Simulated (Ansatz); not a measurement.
Program: Ansatz. Geometries: PBE0-D4/def2-TZVP. ΔE: electronic, gas phase. CCSD(T)/CBS is the MP2 limit (def2-TZVPP, def2-QZVPP) plus CCSD(T) − MP2 in def2-TZVPP, frozen cores. DFT in def2-TZVPP. B3LYP here is the variant with VWN-RPA as its local correlation; programs differ in this. Each species was taken in one conformer, which may not be the lowest.

Consider the isomerisation: `BOCCC` → `CBCOC`.

```json
{"level": "B3LYP", "ΔE (kJ/mol)": "139.0"}
{"level": "SCS-MP2/def2-TZVPP", "ΔE (kJ/mol)": "151.9"}
{"level": "MP2/def2-QZVPP", "ΔE (kJ/mol)": "151.7"}
{"level": "HF/CBS(def2)", "ΔE (kJ/mol)": "147.0"}
```

Problem. What does CCSD(T)/CBS give? (Best estimate.)

Solution. Ansatz gave: +147.5 kJ/mol. The listed levels differ from it by -8.5, 4.4, 4.2, -0.5 kJ/mol.

Largest T1 diagnostic among the species: 0.012.

From PBE to PBE0 (25 % exact exchange), in def2-TZVPP and without D4, ΔE moves by +3.0 kJ/mol.
